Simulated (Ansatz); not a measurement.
Basis-set extrapolation for CH2AlClFN (`N=[C](Cl)[AlH][F]`) (PBE0-D4/def2-TZVP geometry, frozen core, Ansatz). Multiplicity 1, RHF reference.

```
                      def2-TZVPP   def2-QZVPP
                 HF  -894.500142  -894.529181
    MP2 correlation    -0.869650    -0.944080
CCSD(T) correlation    -0.935544      not run
```

Energies in hartree. Use E(X) = E(∞) + A·exp(−7.88·√X) for Hartree–Fock and E(X) = E(∞) + B·X^(−2.97) for correlation, with X = 3 and 4, and add CCSD(T) minus MP2 of the smaller set to the MP2 limit.

**Question.** What is the CCSD(T) energy at the basis-set limit?

**Answer.** HF limit: -894.529181 + (-0.029039) × 0.13774 = -894.53318. MP2 limit: -0.944080 + (-0.074430) × 0.74074 = -0.99921. Higher-order term: -0.935544 − (-0.869650) = -0.06589. Total: -895.59828 hartree, 426.9 kJ/mol below CCSD(T)/def2-TZVPP.
